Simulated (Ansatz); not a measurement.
Relaxation of C4H5Br (10 atoms, charge 0, multiplicity 1), to a largest force component of 0.015 eV/Å in at most 40 steps.

All numbers below come from Ansatz 0.2.0, RKS PBE0-D4/def2-SVP.

```xyz
10
Properties=species:S:1:pos:R:3:forces:R:3
C -0.612 -1.331 1.251 0.16 2.90 -0.20
C -0.198 -0.780 0.092 0.06 -0.19 0.43
C 0.106 0.620 -0.082 1.20 1.50 0.17
C 0.679 1.138 -1.217 -1.70 -0.85 2.36
Br 1.044 2.908 -1.470 0.31 0.89 -0.08
H -0.898 -2.327 1.315 -0.37 -2.21 0.22
H -0.791 -0.674 2.127 0.12 -0.41 -0.32
H -0.018 -1.422 -0.767 -0.09 -0.22 -0.31
H 0.001 1.287 0.834 -0.05 -0.67 -1.11
H 0.770 0.531 -2.080 0.37 -0.74 -1.15
```

Problem. Where does it end, and by what steps?

Solution. The forces met the threshold. After 6 steps the energy has fallen by 0.228 eV; C4 moved furthest, 0.06 Å.

```
step  energy less start (eV)  largest force component (eV/Å)  accepted
   0                  0.0000                           2.897       yes
   1                 -0.1059                           1.292       yes
   2                 -0.1820                           0.786       yes
   3                 -0.2247                           0.262       yes
   4                 -0.2280                           0.117       yes
   5                 -0.2282                           0.034       yes
   6                 -0.2285                           0.011       yes
```

```xyz
10
Properties=species:S:1:pos:R:3
C -0.647 -1.302 1.246
C -0.177 -0.776 0.106
C 0.157 0.627 -0.063
C 0.622 1.129 -1.215
Br 1.052 2.934 -1.454
H -0.886 -2.365 1.325
H -0.807 -0.684 2.135
H -0.030 -1.425 -0.766
H 0.016 1.290 0.797
H 0.784 0.520 -2.108
```

Whether the end is a true minimum wasn't checked by a vibrational analysis.

Time of the run: 21 s on 2 threads of Arm Neoverse V2, with other jobs on the host, peak memory 0.27 GiB.
